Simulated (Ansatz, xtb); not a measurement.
# Isomers of C3HBrFNS in order of energy

6 gas-phase structures of C3HBrFNS, from a drawn sample of its isomers (lower ones may exist). Each was relaxed with GFN2-xTB:

A. `Fc1cnc(Br)s1`, a singlet
B. `Fc1csc(Br)n1`, a singlet
C. `Fc1ncsc1Br`, a singlet
D. `Fc1ncc(Br)s1`, a singlet
E. `Fc1nc(Br)cs1`, a singlet
F. `Fc1scnc1Br`, a singlet

Question: Which do you expect lowest at r2SCAN-D4/def2-SVP//GFN2-xTB, and how would the others follow?

Answer: Calculated order at r2SCAN-D4/def2-SVP//GFN2-xTB: B (0.000), E (0.037), C (0.111), D (0.116), A (0.348), F (0.380) eV. Less than 1 kcal/mol parts B and E; C and D; A and F, so the order within those pairs means little.

Energies above the lowest of each column, in eV; the last columns are at r2SCAN-D4/def2-SVP geometries:

```json
{"structure": "B", "GFN2-xTB": "0.046", "HF/STO-3G": "0.061", "r2SCAN-D4/def2-SVP//GFN2-xTB": "0.000", "r2SCAN-D4/def2-SVP": "0.000", "CCSD(T)/def2-SVP + ΔMP2/def2-TZVPP": "0.000"}
{"structure": "E", "GFN2-xTB": "0.000", "HF/STO-3G": "0.000", "r2SCAN-D4/def2-SVP//GFN2-xTB": "0.037", "r2SCAN-D4/def2-SVP": "0.037", "CCSD(T)/def2-SVP + ΔMP2/def2-TZVPP": "0.020"}
{"structure": "C", "GFN2-xTB": "0.169", "HF/STO-3G": "0.180", "r2SCAN-D4/def2-SVP//GFN2-xTB": "0.111", "r2SCAN-D4/def2-SVP": "0.105", "CCSD(T)/def2-SVP + ΔMP2/def2-TZVPP": "0.093"}
{"structure": "D", "GFN2-xTB": "0.102", "HF/STO-3G": "0.074", "r2SCAN-D4/def2-SVP//GFN2-xTB": "0.116", "r2SCAN-D4/def2-SVP": "0.115", "CCSD(T)/def2-SVP + ΔMP2/def2-TZVPP": "0.101"}
{"structure": "A", "GFN2-xTB": "0.183", "HF/STO-3G": "0.151", "r2SCAN-D4/def2-SVP//GFN2-xTB": "0.348", "r2SCAN-D4/def2-SVP": "0.340", "CCSD(T)/def2-SVP + ΔMP2/def2-TZVPP": "0.344"}
{"structure": "F", "GFN2-xTB": "0.215", "HF/STO-3G": "0.195", "r2SCAN-D4/def2-SVP//GFN2-xTB": "0.380", "r2SCAN-D4/def2-SVP": "0.366", "CCSD(T)/def2-SVP + ΔMP2/def2-TZVPP": "0.349"}
```

CCSD(T)/def2-SVP + ΔMP2/def2-TZVPP has B and E within 1 kcal/mol of each other at the bottom, and every level picks one of them. ΔMP2 is the change of the MP2 energy from the smaller to the larger basis.

Over these structures GFN2-xTB departs from r2SCAN-D4/def2-SVP//GFN2-xTB by 0.079 eV on average once a common shift is removed. A GFN2-xTB relaxation took about 0.075 s and the r2SCAN-D4/def2-SVP//GFN2-xTB energy about 3.9 s on a shared host (Ansatz 0.2.0, xtb 6.7.1).
